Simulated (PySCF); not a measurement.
**Correlation energy of Ir (iridium, neutral)**

[Xe] 4f14 5d6 6s2 6p1, one real determinant (an excited configuration). Computed with PySCF 2.14 in x2c-TZVPPall, with the spin-free X2C one-electron Hamiltonian (Gaussian nucleus). Frozen: [Kr] 4d10 4f14; 17 electrons correlated.

| level | correlation energy (mhartree) |
| --- | --- |
| CCSD | -430.82 |
| (T) | -19.96 |
| CCSD(T) | -450.78 |

Diagnostics: T1 = 0.017, D1 = 0.0848, largest double amplitude 0.163.

The real determinant used has ⟨L²⟩ near 8 against 12 for a pure F term, so it mixes terms. Spin-orbit coupling, absent here, splits the open shell strongly. A double-excitation amplitude exceeds 0.15, a sign of near-degeneracy.

Cost of the coupled-cluster step: of the order of 40 core-seconds, for 17 correlated electrons.

Iterations:

```
CC2 = 0
CCSD nocc = (np.int64(11), np.int64(6)), nmo = (67, 67)
frozen orbitals [[0, 1, 2, 3, 4, 5, 6, 7, 8, 9, 10, 11, 12, 13, 14, 15, 16, 17, 18, 19, 20, 21, 22, 24, 25, 26, 27, 28, 29, 30], [0, 1, 2, 3, 4, 5, 6, 7, 8, 9, 10, 11, 12, 13, 14, 15, 16, 17, 18, 19, 20, 21, 22, 24, 25, 26, 27, 28, 29, 30]]
max_cycle = 100
direct = 0
conv_tol = 1e-08
conv_tol_normt = 1e-06
diis_space = 8
diis_start_cycle = 0
Init t2, MP2 energy = -0.432161639816983
Init E_corr(UCCSD) = -0.432161639957829
cycle = 1  E_corr(UCCSD) = -0.417945662048602  dE = 0.0142159779  norm(t1,t2) = 0.0786418
cycle = 2  E_corr(UCCSD) = -0.427245921266995  dE = -0.00930025922  norm(t1,t2) = 0.035649
cycle = 3  E_corr(UCCSD) = -0.428311772775799  dE = -0.00106585151  norm(t1,t2) = 0.0282933
cycle = 4  E_corr(UCCSD) = -0.429830764295851  dE = -0.00151899152  norm(t1,t2) = 0.0243664
cycle = 5  E_corr(UCCSD) = -0.429836467744372  dE = -5.70344852e-06  norm(t1,t2) = 0.0241237
cycle = 6  E_corr(UCCSD) = -0.430058482775049  dE = -0.000222015031  norm(t1,t2) = 0.0245045
cycle = 7  E_corr(UCCSD) = -0.430233080955055  dE = -0.00017459818  norm(t1,t2) = 0.0148616
cycle = 8  E_corr(UCCSD) = -0.430916331065396  dE = -0.00068325011  norm(t1,t2) = 0.00490443
cycle = 9  E_corr(UCCSD) = -0.430847856442398  dE = 6.8474623e-05  norm(t1,t2) = 0.0013509
cycle = 10  E_corr(UCCSD) = -0.430814106061807  dE = 3.37503806e-05  norm(t1,t2) = 0.00052277
cycle = 11  E_corr(UCCSD) = -0.430820930052202  dE = -6.8239904e-06  norm(t1,t2) = 0.00024699
cycle = 12  E_corr(UCCSD) = -0.430823748710351  dE = -2.81865815e-06  norm(t1,t2) = 0.000107231
cycle = 13  E_corr(UCCSD) = -0.430823520721382  dE = 2.2798897e-07  norm(t1,t2) = 5.55858e-05
cycle = 14  E_corr(UCCSD) = -0.430822525601441  dE = 9.95119941e-07  norm(t1,t2) = 3.02576e-05
cycle = 15  E_corr(UCCSD) = -0.430822361235868  dE = 1.64365573e-07  norm(t1,t2) = 1.72336e-05
cycle = 16  E_corr(UCCSD) = -0.430823015381499  dE = -6.54145631e-07  norm(t1,t2) = 6.34106e-06
cycle = 17  E_corr(UCCSD) = -0.430823237811834  dE = -2.22430334e-07  norm(t1,t2) = 1.6163e-06
cycle = 18  E_corr(UCCSD) = -0.430823269121118  dE = -3.13092843e-08  norm(t1,t2) = 5.30391e-07
cycle = 19  E_corr(UCCSD) = -0.430823267268422  dE = 1.85269633e-09  norm(t1,t2) = 1.80513e-07
UCCSD converged
E(UCCSD) = -17824.22406449186  E_corr = -0.4308232672684216
UCCSD(T) correction = -0.0199590931624731
```

The basis was made for the ground configuration and has no added diffuse functions, which can raise the energy of the promoted electron.

The reference is one real determinant that mixes LS terms of this configuration.

This basis was not built for core-valence correlation, so the inner-shell part is incomplete.
